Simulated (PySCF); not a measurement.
BiF2HO, SMILES [OH][Bi]([F])[F]. Geometry optimised at r2SCAN-D4/def2-SVP. The def2 effective core potentials stand for the cores of Bi; spin–orbit coupling is left out. One conformer was computed; it need not be the lowest.

Method: r2SCAN-D4/def2-SVP (PySCF).

Harmonic wavenumbers (cm⁻¹): 106, 175, 180, 250, 580, 580, 597, 814, 3795. Rotational constants (GHz): 3.760, 3.706, 3.038; symmetry number 1.

### Question
Work out the zero-point energy and the ideal-gas rigid-rotor harmonic-oscillator thermochemistry at 298.15 K and 1 atm.

### Answer
ZPE = ½ Σ hcν = ½ × 7079 cm⁻¹ = 10.12 kcal/mol. H − E(el) = 14.36 kcal/mol. Entropy in cal/(mol K): translation 42.61, rotation 26.43, vibration 11.40, total 80.44. G − E(el) = -9.62 kcal/mol. Cp = 19.21 cal/(mol K). Modes under 150 cm⁻¹ make the vibrational entropy uncertain.
